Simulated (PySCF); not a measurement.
# Vibration and rotation of SnBr⁻

CAM-B3LYP constants of SnBr⁻, ³Σ⁻ (triplet), unpaired electrons π ↑↑ (Sn def2-TZVPPD with ECP28, Br def2-TZVPPD; scalar-relativistic core potentials (PySCF 2.14); masses 119.9022 and 78.9183 u):

```
ωe              : 163.8 cm⁻¹
ωexe            : 0.647 cm⁻¹
Be              : 0.047699 cm⁻¹
αe              : 0.000233 cm⁻¹
D (centrifugal) : 1.62e-08 cm⁻¹
De to Sn + Br⁻  : 1.48 eV
```

Give the vibrational terms G(v) and spacings up to v = 6.

G(v) = ωe(v+½) − ωexe(v+½)².

| v | G(v) (cm⁻¹) | G(v) − G(v−1) | Bv (cm⁻¹) |
| --- | --- | --- | --- |
| 0 | 81.7 |  | 0.04758 |
| 1 | 244.2 | 162.5 | 0.04735 |
| 2 | 405.5 | 161.2 | 0.04712 |
| 3 | 565.4 | 159.9 | 0.04688 |
| 4 | 724.0 | 158.6 | 0.04665 |
| 5 | 881.3 | 157.3 | 0.04642 |
| 6 | 1037.4 | 156.0 | 0.04618 |

How well does the Morse estimate ωe²/(4ωexe) reproduce De, and what is D0?

It gives 1.29 eV, 87 % of the computed De. D0 = De − G(0) = 1.48 − 0.01 = 1.47 eV.

These are scalar-relativistic numbers at best; spin–orbit coupling would shift them, the dissociation energy most. For an ion De counts to the pair picked by the measured ionisation energies or electron affinities, which need not be the lowest pair at this level. The state is the lowest determinant that a PBE0 search found; another state may lie lower at other levels.
